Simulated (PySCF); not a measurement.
C4H8O2.

```xyz
14

C      1.3237    -0.9357     0.4020
C      0.4196     0.0119    -0.3499
O      0.6512     0.0857    -1.7287
C      0.0113     1.3190     0.2644
C     -0.9989     0.2050     0.1015
O     -1.4279    -0.5079     1.2187
H      1.0584    -0.9665     1.4669
H      1.2212    -1.9594     0.0030
H      2.3741    -0.6241     0.2925
H      0.4452    -0.7804    -2.1011
H      0.3648     1.5278     1.2789
H     -0.0612     2.1792    -0.4066
H     -1.7366     0.3236    -0.7052
H     -1.9871     0.0757     1.7439
```

The structure is a stationary point at ωB97X-D3(BJ)/def2-SVP. The structure was generated by enumeration; whether it is a known compound was not checked. Other conformers were not sampled.

Calculation: B3LYP/pcSseg-1 in PySCF. Non-relativistic, no solvent.

### Question
Give the absolute GIAO shielding of each atom: isotropic value and principal components (ppm). (The exact figures need the calculation; the answer reports its results.)

### Answer

```tsv
atom	σ(iso)	σ11	σ22	σ33	span
C1	157.8	139.6	154.3	179.4	39.8
C2	119.7	85.5	92.7	181.0	95.5
O3	253.5	217.7	249.3	293.4	75.7
C4	153.4	136.5	138.0	185.6	49.2
C5	116.9	83.3	90.4	177.1	93.8
O6	281.7	258.5	272.5	314.1	55.7
H7	29.9	25.1	29.2	35.5	10.4
H8	30.1	26.3	27.7	36.2	9.9
H9	29.6	25.6	27.5	35.6	10.0
H10	31.1	22.5	28.2	42.5	19.9
H11	31.1	26.2	29.4	37.7	11.5
H12	30.4	25.8	27.5	38.0	12.2
H13	28.1	22.2	28.6	33.3	11.2
H14	31.0	21.6	27.7	43.6	22.0
```
